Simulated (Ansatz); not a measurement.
(NaH)4 cube (Na₄H₄). Total charge 0; singlet. Geometry PBE-D4/def2-SVP, basis def2-TZVP, Ansatz.

```tsv
run	HOMO (eV)	LUMO (eV)
A	-5.10	-0.49
B	-8.14	0.78
C	-7.64	0.30
D	-4.57	-0.77
E	-4.46	-0.72
F	-4.61	-0.07
```

LC-ωPBE has ω = 0.4 bohr⁻¹. HSE06 is defined as in plane-wave codes, on full-range PBE exchange.

**Question.** The runs used HSE06, LC-ωPBE, LDA (SPW92), PBE, r2SCAN, ωB97M-V. Estimate which is which.

**Answer.** A HSE06 (range-separated); B LC-ωPBE (range-separated); C ωB97M-V (range-separated); D LDA (SPW92) (0 % exact exchange); E PBE (0 % exact exchange); F r2SCAN (0 % exact exchange). Exact exchange lowers occupied and raises empty levels; among semilocal functionals meta-GGAs tend to open the gap a little, and such runs are hard to tell apart. The gap grows from 3.75 eV (PBE) to 8.92 eV (LC-ωPBE).
